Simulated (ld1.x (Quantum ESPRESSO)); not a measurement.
**Building the RRKJ potential for Bi (Z = 83) (LDA (PZ), scalar-relativistic).**

bismuth (Bi), norm-conserving RRKJ (Kleinman–Bylander form), made with ld1.x (Quantum ESPRESSO) 7.5 (LDA (PZ), scalar-relativistic). Core [Xe] 4f14 5d10, reference 6s1.5 6p3.5. Waves: 6s (bound): rc 1.75 bohr; 6d channel at 0.15 Ry: rc 2.00 bohr; 6p (bound): rc 1.85 bohr. Local part: the p channel. Core correction: a·sin(br)/r model core, default radius (core density twice the valence density). rho0 = 0.01.

**Question.** Does this generation succeed?

**Answer.** No. ld1.x (Quantum ESPRESSO) 7.5 stopped with "compute_chi: n is too large": the Bessel-function wave could not be built (negative determinant in compute_phi), and the routine for χ then failed on it.
